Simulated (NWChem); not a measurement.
C3H8Mg; SMILES C[CH](C)[MgH]

```xyz
12

Mg     0.0009     1.6954     0.2599
H      0.0028     3.3617     0.6968
C     -0.0017    -0.3689    -0.2700
C     -1.2703    -1.1044     0.2030
C      1.2625    -1.1092     0.2076
H      0.0005    -0.3989    -1.3720
H     -1.2676    -2.1633    -0.1086
H     -1.3633    -1.1059     1.2984
H     -2.1897    -0.6571    -0.1983
H      2.1851    -0.6653    -0.1901
H      1.2569    -2.1681    -0.1041
H      1.3514    -1.1112     1.3034
```
Atoms are numbered in this order, from 1.

Level: B3LYP/6-31G* (spherical d) (NWChem), optimised geometry, unscaled harmonic frequencies. 

```tsv
frequency (cm⁻¹)	IR intensity (km/mol)
124	7.2
169	17.9
249	0.1
268	7.5
316	78.0
343	209.8
383	107.5
491	21.3
877	7.7
926	2.3
966	23.6
993	0.6
1084	8.7
1178	10.9
1222	15.5
1350	1.4
1430	0.0
1448	16.0
1512	0.3
1527	3.4
1534	5.5
1542	6.5
1584	301.2
2975	44.3
2980	37.3
2985	106.4
3043	20.3
3044	58.6
3073	31.1
3075	63.8
```

```yaml
zero_point_energy: 61.0 kcal/mol
thermal correction to the enthalpy at 298.15 K (with zero-point energy): 65.8 kcal/mol
heat capacity Cv: 22.4 cal/(mol K)
entropy at 298.15 K and 1 atm (symmetry number 1): 78.1 cal/(mol K)
dipole_moment: 0.62 D
```

Rigid rotor and harmonic oscillator.
